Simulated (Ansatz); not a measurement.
Reaction (β-hydride elimination): `C[N](C)[AlH][F]` → `[F][AlH2]` + `C=NC`

Gas-phase electronic energies from Ansatz, PBE0-D4/def2-TZVP geometries. CCSD(T)/CBS adds triple-zeta CCSD(T) − MP2 to the extrapolated MP2 energy (def2 sets, frozen cores). This one scheme is used for every species. Functionals use def2-TZVPP. HSE06 is defined as in plane-wave codes. One conformer a species, not always the lowest.

| level | ΔE (kJ/mol) | difference from CCSD(T)/CBS |
| --- | --- | --- |
| PBE-D4 | 206.0 | -1.3 |
| revPBE-D4 | 198.4 | -8.9 |
| B97M-V | 197.3 | -10.0 |
| r2SCAN0-D4 | 223.8 | 16.5 |
| HSE06-D4 | 217.8 | 10.5 |
| BHLYP-D4 | 212.9 | 5.6 |
| CAM-B3LYP-D4 | 210.0 | 2.7 |
| ωB97X-V | 211.4 | 4.1 |
| ωB97M-V | 208.5 | 1.2 |
| HSE06 | 210.3 | 3.0 |
| LC-ωPBE | 218.1 | 10.8 |
| MP2/def2-SVP | 212.9 | 5.6 |
| HF/def2-TZVPP | 177.3 | -30.0 |
| CCSD/def2-TZVPP | 203.3 | -4.0 |
| CCSD(T)/def2-TZVPP | 203.3 | -4.0 |
| HF/def2-QZVPP | 177.2 | -30.1 |
| CCSD(T)/CBS | 207.3 | 0 |

What do rigid-rotor, harmonic-oscillator terms from PBE0-D4/def2-TZVP frequencies (298.15 K, 1 bar) make of the CCSD(T)/CBS value? (Best estimate.)

Computed: ΔZPE = -21.9 kJ/mol, ΔH = +187.8 kJ/mol, ΔS = 157 J/(mol·K), ΔG = +140.9 kJ/mol.

Largest T1 diagnostic among the species: 0.012.

The D4 term adds +14.6 kJ/mol with B3LYP and +8.0 kJ/mol with PBE0; it sums over pairs of atoms, weighted by their polarisabilities, and B3LYP, whose exchange is more repulsive, gets the larger term. From PBE to PBE0 (25 % exact exchange), in def2-TZVPP and without D4, ΔE moves by +13.3 kJ/mol. In def2-TZVPP, CCSD(T) changes the Hartree–Fock value by +26.0 kJ/mol (the triples alone add +0.0 kJ/mol) and MP2 by +39.3 kJ/mol.

B3LYP here is the variant with VWN-RPA as its local correlation; programs differ in this.
